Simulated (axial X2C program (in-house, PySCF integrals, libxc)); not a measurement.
NaCs⁺: cheaper levels and CCSD(T), 2c

Calculated with an in-house relativistic program for diatomic molecules. Two-component (2c) means X2C with spin–orbit coupling and atomic mean-field two-electron Coulomb and Gaunt terms. Basis: Cs dyall-cv3z [15s15p9d4f1g], Na dyall-cv3z [9s8p5d2f] (cores contracted in-house); Gaussian nuclei, density fitting, unrestricted open shells. Masses: Cs 132.905 u, Na 22.990 u.

State: Ω = 1/2 (⟨Sz⟩ = 0.50, ⟨Lz⟩ = 0.00 at HF); fragments Cs+ + Na.

| level | Re (Å) | ωe (cm⁻¹) | De (eV) |
| --- | --- | --- | --- |
| PBE0 | 4.481 | 65.4 | 0.407 |
| HF | 4.752 | 60.9 | 0.319 |
| MP2 | 4.563 | 67.5 | 0.403 |
| CCSD | 4.559 | 67.6 | 0.399 |
| TPSS | 4.513 | 65.5 | 0.433 |

Correlated methods: 9 electrons correlated (number of frozen shells: Cs 4 s, 3 p, 2 d; Na 2 s, 1 p), 319 virtual spin orbitals or spinors in MP2, 77 natural virtuals in coupled cluster.

CCSD(T), same Hamiltonian and basis:

Re = 4.547 Å, ωe = 68.0 cm⁻¹, De = 0.41 eV; T1 = 0.006 (Lee–Taylor normalisation).

(1) Give the differences from CCSD(T) in the columns below.

One determinant describes the state; a PBE0 search over occupations chose it and may have missed a lower one. De is counted from the lowest determinant-based energies of the atoms at the same level, without counterpoise correction. Density functionals use the spin component along the axis (collinear). Coupled cluster ran in a truncated set of natural virtual spinors; the MP2 energy of the rest was added. (T) has no such correction and the atoms are truncated less, which lowers De at CCSD(T) by a hundredth of an eV or more. With the outer-core shells frozen, correlated bond lengths of heavy atoms tend to come out a few hundredths of an ångström too long.

## Answers

(1) 

```json
{"level": "PBE0", "ΔRe (Å)": "-0.066", "Δωe (cm⁻¹)": "-2.6", "ΔDe (eV)": "0.00"}
{"level": "HF", "ΔRe (Å)": "0.205", "Δωe (cm⁻¹)": "-7.1", "ΔDe (eV)": "-0.09"}
{"level": "MP2", "ΔRe (Å)": "0.016", "Δωe (cm⁻¹)": "-0.5", "ΔDe (eV)": "-0.01"}
{"level": "CCSD", "ΔRe (Å)": "0.012", "Δωe (cm⁻¹)": "-0.4", "ΔDe (eV)": "-0.01"}
{"level": "TPSS", "ΔRe (Å)": "-0.034", "Δωe (cm⁻¹)": "-2.5", "ΔDe (eV)": "0.02"}
```
